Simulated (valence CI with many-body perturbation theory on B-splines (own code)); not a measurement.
Values are calculated unless marked as measured or tabulated.
Sensitivity of CI+MBPT for Ho XXIX

Level of theory: configuration interaction combined with many-body perturbation theory (CI+MBPT): three valence electrons over a frozen Dirac-Fock core [Kr], radial functions for each j: 6 s, 6 p, 5 d, 5 f, 1 g, with the one-electron correlation potential Σ1 (screened to all orders), the two-electron term Σ2, the three-electron term Σ3, Breit, model QED; selected single and double excitations, second order for the rest, scaled by the run's own slope (own B-spline code, finite nucleus).

The last digits are not significant, and no measured levels were compared; by estimate large intervals hold to a few tenths of a per cent, small ones and those within an open d or f shell to about a per cent. Only levels of the ground parity were solved; by the run's estimate the other parity begins above the list, which can be wrong where configurations are misplaced.

The reference run has the lowest level (4d3/2^3) J=3/2 and an ionisation energy of 1030.76 eV. Its largest variational space holds 2486 state functions.

Levels are named by their leading jj configuration (3d3/2^4 stands for four electrons in 3d with j = 3/2), which in mixed levels can hold well under half, so a name can repeat and another be missing. Letters in brackets count levels of one name in rising energy.

| Level | Reference (cm⁻¹) | Shift (cm⁻¹) |
| --- | --- | --- |
| (4d3/2^2 4d5/2) J=5/2 [a] | 62477 | +1481 |
| (4d3/2^2 4d5/2) J=3/2 | 81129 | +1114 |
| (4d3/2^2 4d5/2) J=7/2 | 86456 | +2228 |
| (4d3/2^2 4d5/2) J=9/2 | 91347 | +2355 |
| (4d3/2^2 4d5/2) J=1/2 | 93254 | +1295 |
| (4d3/2^2 4d5/2) J=5/2 [b] | 139798 | +2376 |
| (4d3/2 4d5/2^2) J=7/2 [a] | 151602 | +3437 |
| (4d3/2 4d5/2^2) J=9/2 | 160687 | +3658 |
| (4d3/2 4d5/2^2) J=3/2 [a] | 173407 | +3400 |
| (4d3/2 4d5/2^2) J=1/2 | 180483 | +2816 |
| (4d3/2 4d5/2^2) J=11/2 | 186993 | +4175 |
| (4d3/2 4d5/2^2) J=5/2 [a] | 191439 | +3832 |

The ionisation energy moves by +0.47 eV.

Which of these changes was made?
A. cutoff of virtual states (hartree) 8978 → 6360; core polarisation of operators on → off
B. highest l in the core sums 6 → 1
C. cutoff of virtual states (hartree) 8978 → 3180
D. three-electron term on → off; Breit term on → off; QED terms on → off

D. three-electron term on → off; Breit term on → off; QED terms on → off.
